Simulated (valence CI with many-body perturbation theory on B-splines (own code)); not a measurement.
Valence orbitals of Os XLVI

Calculated by valence CI with perturbative core correlation (CI+MBPT): three valence electrons over a frozen Dirac-Fock core [Ar] 3d10, a basis of 11 s, 11 p, 9 d, 7 f, 5 g, 2 h, 1 i functions for each j, with the one-electron correlation potential Σ1 (screened to all orders), the two-electron term Σ2, the three-electron term Σ3, Breit, model QED; selected single and double excitations, second order for the rest (own B-spline code, finite nucleus).

The last digits are not significant, and no measured levels were compared; by estimate large intervals hold to a few tenths of a per cent, small ones and those within an open d or f shell to about a per cent.

These are the spectroscopic orbitals of the CI (the correlating ones are not listed), shaped by the core and the other valence electrons. h is the expectation value of the core's Dirac-Fock operator, without the valence repulsion; Σ1 is computed up to l = 3 at one energy for each symmetry, that of its lowest orbital but kept below the first core excitation, so for empty shells it is not the orbital's own correlation shift; Breit and QED include the response of the core.

```tsv
Orbital	h (hartree)	Σ1 (cm⁻¹)	Breit (cm⁻¹)	QED (cm⁻¹)	⟨r⟩ (bohr)
4s1/2	-96.256	-14919	16214	12298	0.3808
5s1/2	-57.736	-5495	7314	5681	0.6353
6s1/2	-38.501	-2686	3838	3046	0.9568
7s1/2	-27.505	-1538	2290	1828	1.343
4p1/2	-92.472	-15941	25428	605	0.3768
5p1/2	-55.889	-5916	11561	289	0.6381
6p1/2	-37.475	-2944	6192	160	0.9642
7p1/2	-26.878	-1700	3730	97.3	1.355
4p3/2	-88.148	-13630	14803	1636	0.3967
5p3/2	-53.854	-5335	6809	769	0.6633
6p3/2	-36.354	-2715	4028	423	0.9948
7p3/2	-26.195	-1588	2441	258	1.391
4d3/2	-82.331	-15721	11508	-577	0.3830
5d3/2	-51.074	-6030	5396	-255	0.6590
6d3/2	-34.813	-3066	2966	-137	0.9991
4d5/2	-81.402	-14812	7253	-67.7	0.3884
5d5/2	-50.623	-5685	3267	-14.5	0.6656
6d5/2	-34.559	-2893	1798	-3.2	1.007
4f5/2	-75.221	-15034	4663	-380	0.3529
5f5/2	-47.872	-4929	2020	-182	0.6407
4f7/2	-74.973	-14362	1944	-191	0.3551
5f7/2	-47.731	-4718	866	-84.7	0.6433
5g7/2	-46.311		213	-43.2	0.5845
5g9/2	-46.254		-8.2	-0.1	0.5857
```

Among the shells of the start configuration 4s2 4p1, Σ1 is largest in size for 4p1/2, where it is 0.079 % of h.

Lowest root of each symmetry, sizes in configuration state functions:

| J | Parity | Roots | Reference | Variational | Second order | Change by selected CI (cm⁻¹) | Change by second order (cm⁻¹) |
| --- | --- | --- | --- | --- | --- | --- | --- |
| 1/2 | even | 7 | 45 | 6684 | 5093 | -2491 | 0 |
| 3/2 | even | 11 | 74 | 11946 | 12157 | -1333 | -1 |
| 5/2 | even | 12 | 79 | 15344 | 18420 | -2125 | -1 |
| 7/2 | even | 7 | 60 | 14429 | 20959 | -3685 | -4 |
| 9/2 | even | 3 | 41 | 10450 | 17580 | -5157 | -4 |
| 1/2 | odd | 7 | 47 | 6332 | 5431 | -2547 | 0 |
| 3/2 | odd | 12 | 77 | 11171 | 9720 | -2437 | 0 |
| 5/2 | odd | 10 | 78 | 12911 | 17119 | -2382 | -2 |
| 7/2 | odd | 6 | 65 | 10838 | 19938 | -2756 | -2 |
| 9/2 | odd | 2 | 43 | 8432 | 14525 | -1477 | -4 |
